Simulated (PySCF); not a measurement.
Compound: C₉H₆N (doublet state).
SMILES with atom numbers: `[c:1]1[cH:2][cH:3][c:4]2[cH:5][cH:6][n:7][cH:8][c:9]2[cH:10]1` (hydrogens: H11 on C2; H12 on C3; H13 on C5; H14 on C6; H15 on C8; H16 on C10)

The geometry is computed with GFN2-xTB (gas phase). This method treats the open shell by occupation alone, without spin polarisation.

Give the optimised bond lengths and angles.

```
   bond  length (pm)     order
  C1–C2        138.5  aromatic
  C2–C3        137.4  aromatic
  C3–C4        141.0  aromatic
  C4–C5        141.2  aromatic
  C5–C6        136.8  aromatic
  C6–N7        134.0  aromatic
  N7–C8        130.2  aromatic
  C8–C9        141.2  aromatic
 C9–C10        142.2  aromatic
 C1–C10        134.5  aromatic
  C4–C9        142.0  aromatic
 C2–H11        108.0    single
 C3–H12        108.1    single
 C5–H13        108.0    single
 C6–H14        108.2    single
 C8–H15        108.3    single
C10–H16        107.9    single
```

Orders are formal, as drawn. A selection of angles:
```
    angle  degrees
C2–C1–C10    125.4
 C1–C2–C3    118.4
 C2–C3–C4    119.9
 C3–C4–C5    122.8
 C3–C4–C9    119.8
 C5–C4–C9    117.3
 C4–C5–C6    119.1
 C5–C6–N7    123.4
 C6–N7–C8    119.1
 N7–C8–C9    123.4
C8–C9–C10    122.9
 C4–C9–C8    117.7
C4–C9–C10    119.3
C1–C10–C9    117.2
```

C3 (carbon bonded to 2 C and H) is planar (angles 120.7°, 119.9° and 119.4°, sum 360.0°, 0.00 Å off the plane of its three neighbours). The 6-membered ring C4–C5–C6–N7–C8–C9 has internal angles of 117.3° to 123.4° (sum 720°, against 720° for a flat polygon); it is planar, 0.00 Å rms from its mean plane, widest ring torsion 0°. C1 (carbon bonded to 2 C) is bent (angle 125.4°). C10 (carbon bonded to 2 C and H) is planar (angles 123.5°, 119.3° and 117.2°, sum 360.0°, 0.00 Å off the plane of its three neighbours). C8 (carbon bonded to C, N and H) is planar (angles 123.4°, 120.1° and 116.5°, sum 360.0°, 0.00 Å off the plane of its three neighbours). C4 (carbon bonded to 3 C) is planar (angles 122.8°, 119.8° and 117.3°, sum 360.0°, 0.00 Å off the plane of its three neighbours). C6 (carbon bonded to C, N and H) is planar (angles 123.4°, 121.6° and 115.0°, sum 360.0°, 0.00 Å off the plane of its three neighbours).

Point group: Cs (tolerance 0.08 Å). No GFN2-xTB frequencies stand behind this structure, so it isn't proved a minimum.
